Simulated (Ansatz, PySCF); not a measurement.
CH6O3Sn, SMILES C[O][SnH]([OH])[OH]. Atoms are numbered in the order given.

```xyz
11

Sn     0.2856    -0.0418     0.4488
O      1.6805     1.3380     0.1660
O      0.6557    -1.6549    -0.6500
O     -1.3215     0.8582    -0.3077
C     -2.4312     0.1189    -0.7682
H      0.1731    -0.5532     2.0721
H      1.3074     2.0820    -0.3308
H      0.9786    -1.4238    -1.5329
H     -3.0670     0.7842    -1.3776
H     -3.0558    -0.2686     0.0614
H     -2.1415    -0.7434    -1.3990
```
Charge 0, spin multiplicity 1.

The structure is a stationary point at B3LYP-D3(BJ)/def2-SVP. The structure was generated by enumeration; whether it is a known compound was not checked. The def2 effective core potentials stand for the cores of Sn; spin–orbit coupling is left out. Other conformers were not sampled.

Two levels are set side by side: PBE-D3(BJ)/def2-SVP (Ansatz, a quantum-chemistry and plane-wave program) and B3LYP-D3(BJ)/def2-SVP (Ansatz). Each level has its own optimised geometry; the coordinates shown are those of the second. Frequencies come from the Hessian of PySCF at each geometry. Differences are taken from unrounded values.

| quantity | B3LYP-D3(BJ) | PBE-D3(BJ) | PBE-D3(BJ) minus B3LYP-D3(BJ) |
|---|---|---|---|
| mean bond length (Å) | 1.433 | 1.445 | 0.012 |
| bond Sn1–O2 (Å) | 1.982 | 2.000 | 0.017 |
| bond Sn1–O3 (Å) | 1.987 | 2.006 | 0.019 |
| bond Sn1–O4 (Å) | 1.991 | 2.012 | 0.021 |
| bond O4–C5 (Å) | 1.411 | 1.417 | 0.006 |
| bond Sn1–H6 (Å) | 1.706 | 1.719 | 0.014 |
| bond O2–H7 (Å) | 0.969 | 0.979 | 0.010 |
| bond O3–H8 (Å) | 0.968 | 0.977 | 0.009 |
| bond C5–H9 (Å) | 1.104 | 1.112 | 0.008 |
| bond C5–H10 (Å) | 1.108 | 1.117 | 0.009 |
| bond C5–H11 (Å) | 1.107 | 1.115 | 0.008 |
| highest harmonic wavenumber (cm⁻¹) | 3823 | 3707 | -116 |
| mean harmonic wavenumber (cm⁻¹) | 1200 | 1165 | -35 |
| zero-point energy (kcal/mol) | 46.32 | 44.98 | -1.34 |

GGA bonds tend to be longer and softer than those of functionals with exact exchange. Differences between two approximate levels are no errors against the true value.
